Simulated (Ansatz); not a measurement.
Basis-set extrapolation for C2H6FNSi, SMILES `C[Si@@H]1N[C@H]1F` (PBE0-D4/def2-TZVP geometry, frozen core, the Gaussian-basis code of Ansatz). Multiplicity 1, RHF reference.

```tsv
	def2-TZVPP	def2-QZVPP
HF	-522.126946	-522.146999
MP2 correlation	-0.916741	-0.986792
CCSD(T) correlation	-0.989083	not run
```

Energies in hartree. Use E(X) = E(∞) + A·exp(−7.88·√X) for Hartree–Fock and E(X) = E(∞) + B·X^(−2.97) for correlation, with X = 3 and 4, and add CCSD(T) minus MP2 of the smaller set to the MP2 limit.

Question: What is the CCSD(T) energy at the basis-set limit?

Answer: HF limit: -522.146999 + (-0.020053) × 0.13774 = -522.14976. MP2 limit: -0.986792 + (-0.070051) × 0.74074 = -1.03868. Higher-order term: -0.989083 − (-0.916741) = -0.07234. Total: -523.26078 hartree, 380.0 kJ/mol below CCSD(T)/def2-TZVPP.
